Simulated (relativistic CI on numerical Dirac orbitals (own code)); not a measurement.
**Hg XL: sensitivity of the levels to the model**

Base calculation: Dirac-Coulomb-Breit CI, orbitals from a KLI potential per configuration, QED by a radiative potential, unscaled Slater integrals.

Configuration list (outside the closed core [Ar] 3d10): 4s²4p⁶4d⁵, 4s²4p⁶4d⁴4f, 4s²4p⁵4d⁶, 4s4p⁶4d⁵4f, 4p⁶4d⁷, 4p⁵4d⁸, 4s²4p⁶4d³5s², 4s²4p⁶4d²4f5s², 4s4p⁶4d³4f5s². Double excitations out of closed p, d and f shells are left out; levels of such configurations are missing from the list, as are those of other unlisted configurations, and high levels can miss mixing partners.

The lowest level and the first level of each name with at least 55 % of one term (blank where a level has no safe partner in the second run):

| Level | Base (cm⁻¹) | Shift (cm⁻¹) |
| --- | --- | --- |
| 4s²4p⁶4d⁵ ⁴P5/2 | 0 | 0 |
| 4s²4p⁶4d⁵ ²D3/2 | 326966 | +506 |
| 4s²4p⁶4d⁵ ⁴D1/2 | 436940 | -518 |
| 4s²4p⁶4d⁵ ²I13/2 | 439231 | -568 |
| 4s²4p⁶4d⁵ ²G7/2 | 479993 | -564 |
| 4s²4p⁶4d⁵ ⁴F5/2 | 483290 | +124 |
| 4s²4p⁶4d⁵ ²G9/2 | 541433 | +153 |
| 4s²4p⁶4d⁵ ²P3/2 | 596434 | +210 |
| 4s²4p⁵4d⁶ ⁴H°13/2 | 1859723 | +18672 |
| 4s²4p⁵4d⁶ ⁴I°15/2 | 1901827 | +15763 |

At this charge energies of transitions that change n are usually good to better than 1 %, and those within a shell (Δn = 0) to a few per cent. Terms inside the open d or f shell come out 10 to 20 % too wide with unscaled integrals.

Q: One thing was changed in a second run, which moved the levels as shown. Which?
A. P86 correlation estimate
B. configuration mixing switched off
C. Breit term removed
D. QED terms removed

A: B. Configuration mixing switched off. Without mixing, levels that were pushed by configurations of the same parity and J return to their single-configuration places.

LS names give the leading component of a level, which can be under half, so a name can repeat, a term be missing and a line seem to break the LS rules.
